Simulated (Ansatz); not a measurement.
Abridged output of a molecular run in Ansatz:

```
Functional definition: HF
1214 factors; integrals over basis functions are off by at most 1.6e-3 eV
mean field evaluation 1: about -11031.0869 eV, gradient 3.4e1 eV
mean field evaluation 2: about -11031.2090 eV, gradient 3.4e1 eV
mean field evaluation 4: about -11034.3879 eV, gradient 3.4e0 eV
mean field evaluation 8: about -11034.4418 eV, gradient 2.8e-1 eV
mean field -11034.44249346 eV, -405.5082822208 hartree, gradient 2.5e-6 eV, S^2 0.000000; 0 other end points of the search recorded, 0 dependent functions left out
8 core orbitals not correlated: weight in the atoms' cores, before any rotation towards them, 1.000 or more for the frozen orbitals, at most 0.000 for the correlated occupied ones
reference -11034.44249346 eV, -405.5082822208 hartree; 19, 19 occupied and 85, 85 virtual orbitals, 1214 factors
second order -18.55751132 eV of doubles, -0.00000000 eV of singles
cycle   1  -19.23152795 eV  change   -6.7e-1 eV  update   1.1e-1
cycle   2  -19.75630964 eV  change   -5.2e-1 eV  update   3.4e-2
cycle   3  -19.88994472 eV  change   -1.3e-1 eV  update   1.8e-2
cycle   4  -19.89309897 eV  change   -3.2e-3 eV  update   4.6e-3
cycle   5  -19.89185406 eV  change    1.2e-3 eV  update   1.9e-3
cycle   6  -19.89194292 eV  change   -8.9e-5 eV  update   5.2e-4
cycle   7  -19.89186971 eV  change    7.3e-5 eV  update   2.5e-4
cycle   8  -19.89185259 eV  change    1.7e-5 eV  update   8.5e-5
cycle   9  -19.89186722 eV  change   -1.5e-5 eV  update   3.9e-5
perturbative correction -0.61135466 eV, -0.0224668692 hartree
Total energy: -11054.94571533 eV, -406.2617617272 hartree
```

Its atoms:

Cartesian coordinates in Å:
```
C 1.661 -1.798 0.770
C 0.526 -1.121 0.644
F -0.554 -1.566 1.339
In 0.235 0.639 -0.576
C -1.693 1.578 -0.595
H 2.540 -1.470 0.230
H 1.741 -2.678 1.402
H 1.630 1.159 -1.447
H -2.458 0.884 -0.247
H -1.680 2.442 0.074
H -1.947 1.930 -1.595
```

(1) Which basis set was used?
A. def2-TZVPPD
B. cc-pV(Q+d)Z
C. def2-SVP
D. def2-TZVPP

(2) Write the keys of the input that set method, charge and spin (a neutral closed shell needs none for the last two).

## Answers

(1) C. It gives 112 functions.

(2) 
```yaml
correlation: {method: ccsd_t}
```
